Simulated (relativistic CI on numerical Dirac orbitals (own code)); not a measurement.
Computed by Dirac-Coulomb-Breit CI, orbitals from a KLI potential per configuration, QED by a radiative potential, unscaled Slater integrals (own radial code, finite nucleus).

Configuration list (outside the closed core 1s2): 2s2 2p6, 2s2 2p5 3s, 2s2 2p5 3p, 2s2 2p5 3d, 2s 2p6 3s, 2s 2p6 3p, 2s 2p6 3d, 2s2 2p5 4s, 2s2 2p5 4p, 2s2 2p5 4d, 2s2 2p5 4f, 2s2 2p4 3s2, 2s 2p6 4s, 2s2 2p4 3s 3p, 2s2 2p5 5s, 2s 2p6 4p, 2s2 2p5 5p, 2s2 2p4 3s 3d, 2s2 2p5 5d, 2s 2p6 4d, 2s2 2p4 3p2, 2s2 2p5 5f, 2s2 2p5 5g, 2s 2p6 4f, 2s2 2p4 3p 3d, 2s 2p5 3s2, 2s2 2p4 3d2, 2s 2p5 3s 3p, 2s 2p5 3s 3d, 2s 2p5 3p2, 2s 2p6 5s, 2s 2p6 5p, 2s 2p5 3p 3d, 2s 2p6 5d, 2s 2p6 5f, 2s 2p6 5g. Levels of other configurations are missing.

At this charge energies of transitions that change n are usually good to better than 1 %, and those within a shell (Δn = 0) to a few per cent.

Outline of the computed level scheme of Ta LXIV. Lowest level of each configuration: 2s2 2p6 1S_0 at 0.0 eV; 2s2 2p5 3s 3P°_2 at 8063.7 eV; 2s2 2p5 3p 3P_1 at 8209.5 eV; 2s2 2p5 3d 3P°_0 at 8721.7 eV; 2s 2p6 3s 3S_1 at 9830.9 eV; 2s 2p6 3p 3P°_1 at 9988.2 eV; 2s 2p6 3d 3D_1 at 10509.7 eV; 2s2 2p5 4s 3P°_2 at 11281.1 eV; 2s2 2p5 4p 3P_1 at 11341.4 eV.

Some strong electric-dipole decays among the lowest 45 levels: 2s2 2p5 3d 1P°_1 → 2s2 2p6 1S_0 (2.6e+15 s⁻¹); 2s2 2p5 3d 3D°_1 → 2s2 2p6 1S_0 (1.3e+15 s⁻¹); 2s 2p6 3p 3P°_1 → 2s2 2p6 1S_0 (6.9e+14 s⁻¹); 2s 2p6 3p 1P°_1 → 2s2 2p6 1S_0 (4.2e+14 s⁻¹); 2s2 2p5 3s 1P°_1 → 2s2 2p6 1S_0 (1.5e+14 s⁻¹); 2s2 2p5 3d 3P°_1 → 2s2 2p6 1S_0 (7.3e+13 s⁻¹); 2s2 2p5 4p 3P_1 → 2s2 2p5 3s 3P°_2 (5.2e+13 s⁻¹); 2s2 2p5 4s 1P°_1 → 2s2 2p6 1S_0 (5.1e+13 s⁻¹).

LS names give the leading component of a level, which can be under half, so a name can repeat, a term be missing and a line seem to break the LS rules.
